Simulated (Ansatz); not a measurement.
**Molecular dynamics of CH$_{8}$Ge$_{2}$**

Input:

```yaml
crystal:
  periodic: [false, false, false]
  atoms:
    - { symbol: Ge, position_ang: [0.101684, 0.117167, -0.723937] }
    - { symbol: H, position_ang: [0.693647, -0.002708, 0.942857] }
    - { symbol: Ge, position_ang: [2.424499, 0.069283, 0.330005] }
    - { symbol: H, position_ang: [2.86547, -1.34807, -0.110809] }
    - { symbol: H, position_ang: [3.17073, 1.201361, -0.428887] }
    - { symbol: H, position_ang: [2.789897, 0.244462, 1.83945] }
    - { symbol: H, position_ang: [-0.778341, 1.202039, 0.013408] }
    - { symbol: C, position_ang: [-0.863225, -1.630381, -0.453831] }
    - { symbol: H, position_ang: [-1.446903, -1.674931, 0.483215] }
    - { symbol: H, position_ang: [-1.553209, -1.75193, -1.312477] }
    - { symbol: H, position_ang: [-0.137749, -2.466596, -0.480796] }
basis:
  gaussian: { orbitals: def2-SVP }
hamiltonian:
  xc: pbe
md:
  timestep: 0.5
  n_steps: 200
  ensemble: nve
  temperature: 100.0
  initial_velocities: maxwell_boltzmann
  seed: 8489
```

Launched with:

```bash
$ ansatz run input.yaml --threads 4 --pin off --max-ram 5120MiB --backend cpu --events-out ev --progress --plain --runs-dir out
```

It starts at the highest image of a converged band, a first-order saddle point between two minima.

Output, in part (one step line in 4, the closing report, with atoms numbered from 0):

```
md step     0: t =     0.00 fs  T =   100.0 K  F+E_penalty+E_count = -114168.01476966 eV  E_kin = 0.116334 eV  conserved = -114167.89843566 eV  (28 SCF iters)
md step     4: t =     2.00 fs  T =    74.8 K  F+E_penalty+E_count = -114167.98518713 eV  E_kin = 0.087068 eV  conserved = -114167.89811876 eV  (30 SCF iters)
md step     8: t =     4.00 fs  T =    48.6 K  F+E_penalty+E_count = -114167.95455467 eV  E_kin = 0.056531 eV  conserved = -114167.89802351 eV  (22 SCF iters)
md step    12: t =     6.00 fs  T =    44.5 K  F+E_penalty+E_count = -114167.94992270 eV  E_kin = 0.051805 eV  conserved = -114167.89811751 eV  (30 SCF iters)
md step    16: t =     8.00 fs  T =    47.0 K  F+E_penalty+E_count = -114167.95281517 eV  E_kin = 0.054689 eV  conserved = -114167.89812620 eV  (30 SCF iters)
md step    20: t =    10.00 fs  T =    49.8 K  F+E_penalty+E_count = -114167.95615867 eV  E_kin = 0.057932 eV  conserved = -114167.89822641 eV  (29 SCF iters)
md step    24: t =    12.00 fs  T =    39.9 K  F+E_penalty+E_count = -114167.94448339 eV  E_kin = 0.046400 eV  conserved = -114167.89808352 eV  (30 SCF iters)
md step    28: t =    14.00 fs  T =    42.4 K  F+E_penalty+E_count = -114167.94741643 eV  E_kin = 0.049379 eV  conserved = -114167.89803791 eV  (30 SCF iters)
md step    32: t =    16.00 fs  T =    60.6 K  F+E_penalty+E_count = -114167.96881975 eV  E_kin = 0.070503 eV  conserved = -114167.89831692 eV  (30 SCF iters)
md step    36: t =    18.00 fs  T =    52.2 K  F+E_penalty+E_count = -114167.95878791 eV  E_kin = 0.060682 eV  conserved = -114167.89810636 eV  (31 SCF iters)
md step    40: t =    20.00 fs  T =    48.0 K  F+E_penalty+E_count = -114167.95383687 eV  E_kin = 0.055844 eV  conserved = -114167.89799272 eV  (30 SCF iters)
md step    44: t =    22.00 fs  T =    68.2 K  F+E_penalty+E_count = -114167.97750214 eV  E_kin = 0.079293 eV  conserved = -114167.89820887 eV  (30 SCF iters)
md step    48: t =    24.00 fs  T =    77.9 K  F+E_penalty+E_count = -114167.98882910 eV  E_kin = 0.090604 eV  conserved = -114167.89822463 eV  (30 SCF iters)
md step    52: t =    26.00 fs  T =    66.9 K  F+E_penalty+E_count = -114167.97613880 eV  E_kin = 0.077882 eV  conserved = -114167.89825640 eV  (30 SCF iters)
md step    56: t =    28.00 fs  T =    36.7 K  F+E_penalty+E_count = -114167.94071806 eV  E_kin = 0.042675 eV  conserved = -114167.89804339 eV  (30 SCF iters)
md step    60: t =    30.00 fs  T =    25.4 K  F+E_penalty+E_count = -114167.92753938 eV  E_kin = 0.029589 eV  conserved = -114167.89795005 eV  (29 SCF iters)
md step    64: t =    32.00 fs  T =    47.3 K  F+E_penalty+E_count = -114167.95325991 eV  E_kin = 0.055008 eV  conserved = -114167.89825202 eV  (30 SCF iters)
md step    68: t =    34.00 fs  T =    51.8 K  F+E_penalty+E_count = -114167.95850588 eV  E_kin = 0.060291 eV  conserved = -114167.89821495 eV  (30 SCF iters)
md step    72: t =    36.00 fs  T =    42.4 K  F+E_penalty+E_count = -114167.94736740 eV  E_kin = 0.049331 eV  conserved = -114167.89803653 eV  (30 SCF iters)
md step    76: t =    38.00 fs  T =    47.7 K  F+E_penalty+E_count = -114167.95366901 eV  E_kin = 0.055517 eV  conserved = -114167.89815174 eV  (31 SCF iters)
md step    80: t =    40.00 fs  T =    53.4 K  F+E_penalty+E_count = -114167.96020789 eV  E_kin = 0.062068 eV  conserved = -114167.89814008 eV  (29 SCF iters)
md step    84: t =    42.00 fs  T =    56.7 K  F+E_penalty+E_count = -114167.96409481 eV  E_kin = 0.065912 eV  conserved = -114167.89818270 eV  (31 SCF iters)
md step    88: t =    44.00 fs  T =    52.7 K  F+E_penalty+E_count = -114167.95939698 eV  E_kin = 0.061262 eV  conserved = -114167.89813455 eV  (30 SCF iters)
md step    92: t =    46.00 fs  T =    52.6 K  F+E_penalty+E_count = -114167.95921619 eV  E_kin = 0.061176 eV  conserved = -114167.89804023 eV  (30 SCF iters)
md step    96: t =    48.00 fs  T =    66.6 K  F+E_penalty+E_count = -114167.97576311 eV  E_kin = 0.077469 eV  conserved = -114167.89829390 eV  (30 SCF iters)
md step   100: t =    50.00 fs  T =    54.6 K  F+E_penalty+E_count = -114167.96178169 eV  E_kin = 0.063555 eV  conserved = -114167.89822677 eV  (29 SCF iters)
md step   104: t =    52.00 fs  T =    25.9 K  F+E_penalty+E_count = -114167.92809382 eV  E_kin = 0.030112 eV  conserved = -114167.89798156 eV  (22 SCF iters)
md step   108: t =    54.00 fs  T =    23.7 K  F+E_penalty+E_count = -114167.92561391 eV  E_kin = 0.027578 eV  conserved = -114167.89803567 eV  (22 SCF iters)
md step   112: t =    56.00 fs  T =    42.0 K  F+E_penalty+E_count = -114167.94697132 eV  E_kin = 0.048819 eV  conserved = -114167.89815200 eV  (30 SCF iters)
md step   116: t =    58.00 fs  T =    57.6 K  F+E_penalty+E_count = -114167.96525428 eV  E_kin = 0.067028 eV  conserved = -114167.89822644 eV  (30 SCF iters)
md step   120: t =    60.00 fs  T =    56.4 K  F+E_penalty+E_count = -114167.96379283 eV  E_kin = 0.065607 eV  conserved = -114167.89818535 eV  (30 SCF iters)
md step   124: t =    62.00 fs  T =    48.5 K  F+E_penalty+E_count = -114167.95441919 eV  E_kin = 0.056373 eV  conserved = -114167.89804617 eV  (30 SCF iters)
md step   128: t =    64.00 fs  T =    55.8 K  F+E_penalty+E_count = -114167.96311254 eV  E_kin = 0.064935 eV  conserved = -114167.89817754 eV  (30 SCF iters)
md step   132: t =    66.00 fs  T =    57.1 K  F+E_penalty+E_count = -114167.96468261 eV  E_kin = 0.066450 eV  conserved = -114167.89823226 eV  (31 SCF iters)
md step   136: t =    68.00 fs  T =    43.6 K  F+E_penalty+E_count = -114167.94882867 eV  E_kin = 0.050771 eV  conserved = -114167.89805754 eV  (30 SCF iters)
md step   140: t =    70.00 fs  T =    42.4 K  F+E_penalty+E_count = -114167.94746783 eV  E_kin = 0.049365 eV  conserved = -114167.89810267 eV  (30 SCF iters)
md step   144: t =    72.00 fs  T =    49.1 K  F+E_penalty+E_count = -114167.95530697 eV  E_kin = 0.057123 eV  conserved = -114167.89818354 eV  (30 SCF iters)
md step   148: t =    74.00 fs  T =    46.8 K  F+E_penalty+E_count = -114167.95259943 eV  E_kin = 0.054403 eV  conserved = -114167.89819608 eV  (30 SCF iters)
md step   152: t =    76.00 fs  T =    34.5 K  F+E_penalty+E_count = -114167.93825784 eV  E_kin = 0.040163 eV  conserved = -114167.89809531 eV  (30 SCF iters)
md step   156: t =    78.00 fs  T =    32.5 K  F+E_penalty+E_count = -114167.93581820 eV  E_kin = 0.037805 eV  conserved = -114167.89801308 eV  (30 SCF iters)
md step   160: t =    80.00 fs  T =    54.4 K  F+E_penalty+E_count = -114167.96140294 eV  E_kin = 0.063245 eV  conserved = -114167.89815823 eV  (30 SCF iters)
md step   164: t =    82.00 fs  T =    74.2 K  F+E_penalty+E_count = -114167.98462429 eV  E_kin = 0.086369 eV  conserved = -114167.89825496 eV  (30 SCF iters)
md step   168: t =    84.00 fs  T =    72.6 K  F+E_penalty+E_count = -114167.98257380 eV  E_kin = 0.084408 eV  conserved = -114167.89816604 eV  (30 SCF iters)
md step   172: t =    86.00 fs  T =    64.8 K  F+E_penalty+E_count = -114167.97348565 eV  E_kin = 0.075402 eV  conserved = -114167.89808351 eV  (30 SCF iters)
md step   176: t =    88.00 fs  T =    66.2 K  F+E_penalty+E_count = -114167.97516416 eV  E_kin = 0.077030 eV  conserved = -114167.89813459 eV  (29 SCF iters)
md step   180: t =    90.00 fs  T =    68.8 K  F+E_penalty+E_count = -114167.97820803 eV  E_kin = 0.080019 eV  conserved = -114167.89818867 eV  (28 SCF iters)
md step   184: t =    92.00 fs  T =    63.8 K  F+E_penalty+E_count = -114167.97237648 eV  E_kin = 0.074258 eV  conserved = -114167.89811829 eV  (29 SCF iters)
md step   188: t =    94.00 fs  T =    64.2 K  F+E_penalty+E_count = -114167.97279725 eV  E_kin = 0.074705 eV  conserved = -114167.89809266 eV  (29 SCF iters)
md step   192: t =    96.00 fs  T =    73.4 K  F+E_penalty+E_count = -114167.98359562 eV  E_kin = 0.085402 eV  conserved = -114167.89819364 eV  (29 SCF iters)
md step   196: t =    98.00 fs  T =    74.3 K  F+E_penalty+E_count = -114167.98466032 eV  E_kin = 0.086481 eV  conserved = -114167.89817934 eV  (29 SCF iters)
md step   200: t =   100.00 fs  T =    67.4 K  F+E_penalty+E_count = -114167.97652436 eV  E_kin = 0.078407 eV  conserved = -114167.89811752 eV  (29 SCF iters)
Total energy: -114167.97656348 eV, -4195.5957528740 hartree
Atom 0 at     0.071693     0.143915    -0.758531 Å, force    -0.150739    -0.088170     0.042246 eV/Å
Atom 1 at     0.875766     0.007850     0.944748 Å, force    -0.204294     0.071592    -0.170770 eV/Å
Atom 2 at     2.431271     0.048672     0.346902 Å, force     0.839478     0.541954     0.120477 eV/Å
Atom 3 at     2.911772    -1.246226    -0.327293 Å, force    -0.065120    -0.201156    -0.014445 eV/Å
Atom 4 at     3.066688     1.294750    -0.397424 Å, force    -0.286766    -0.332381     0.399757 eV/Å
Atom 5 at     2.954461     0.043745     1.840978 Å, force     0.025175     0.025760    -0.257647 eV/Å
Atom 6 at    -0.800841     1.053903     0.207467 Å, force    -0.009313     0.136530     0.053465 eV/Å
Atom 7 at    -0.766364    -1.649062    -0.369211 Å, force    -0.405070     0.021739     0.361443 eV/Å
Atom 8 at    -1.546203    -1.658491     0.430318 Å, force     0.376662     0.089252    -0.063951 eV/Å
Atom 9 at    -1.308811    -1.852340    -1.305195 Å, force    -0.043242    -0.345545    -0.322111 eV/Å
Atom 10 at    -0.030399    -2.459173    -0.180829 Å, force    -0.076770     0.080427    -0.148464 eV/Å
Dipole moment:     0.105635    -0.115044     0.066425 e Å
```

The run went to its last step. The conserved energy stayed within 0.047 meV per atom of its start (net change 0.029 meV per atom), so the integration is sound. A run of 0.1 ps of so small a system gives no equilibrium averages. The orbitals stay closed-shell, which can raise the energy where a bond breaks towards radicals; this wasn't checked here.

Between its relaxed ends the band would form H2–Ge3 and break Ge1–H2. These pairs go: H2–Ge3 1.84 → 1.67 Å, Ge1–H2 1.77 → 1.89 Å. In the last frame they stand as after the step (other bonds may differ from the relaxed reactants and products). It ends as one piece, CH8Ge2. Pairs count as bonded within 1.25 times the sum of covalent radii (0.12 Å more for H–H).

Last frame:

```xyz
11
Properties=species:S:1:pos:R:3
Ge 0.072 0.144 -0.758
H 0.876 0.008 0.945
Ge 2.431 0.049 0.347
H 2.912 -1.246 -0.327
H 3.067 1.295 -0.397
H 2.954 0.044 1.841
H -0.801 1.054 0.207
C -0.766 -1.649 -0.369
H -1.546 -1.659 0.430
H -1.309 -1.852 -1.305
H -0.030 -2.459 -0.181
```

The run took 2 min on 4 threads of Intel(R) Xeon(R) 6975P-C (Granite Rapids) (shared host), peak memory 0.18 GiB.
